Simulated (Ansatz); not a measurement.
Molecule: sum formula HSiO$_{2}$, charge 1, multiplicity 1. It need not be the lowest isomer of its formula. SMILES: O=[Si]=[OH+]
Geometry from a B3LYP-D3(BJ)/def2-TZVP (Ansatz, an electronic-structure program) optimisation:
```
Si
O 1 1.4940
O 1 1.5373 2 174.81
H 3 0.9721 1 141.10 2 -180.00
```
Charge +1, spin multiplicity 1.

Property: vertical triplet-singlet gap (E(triplet) - E(singlet); each state is the SCF solution reached for its spin), in kcal/mol. Valence correlation only, unless marked. Open shells are spin-unrestricted. Spin-orbit coupling is left out. No relativistic terms. CBS(X,Y): correlation extrapolated as X^-3; Hartree-Fock from the larger set. The bracket is a focal-point correction in the basis named.

RI-MP2/CBS(aug-cc-pV(T+d)Z,aug-cc-pV(Q+d)Z)+[CCSD(T)-MP2]/aug-cc-pV(T+d)Z (Ansatz) gives 87.5 kcal/mol.

Another calculation gave 76.7 kcal/mol. Which level was it?
(A) wB97X-V/def2-TZVPD (Ansatz)
(B) B2PLYP/def2-TZVPD (Ansatz)
(C) CAM-B3LYP/def2-TZVPD (Ansatz)
(D) BHLYP/def2-TZVPD (Ansatz)

C, CAM-B3LYP/def2-TZVPD (Ansatz). The others give 69.4 (BHLYP), 84.8 (B2PLYP), 80.4 (wB97X-V) kcal/mol.
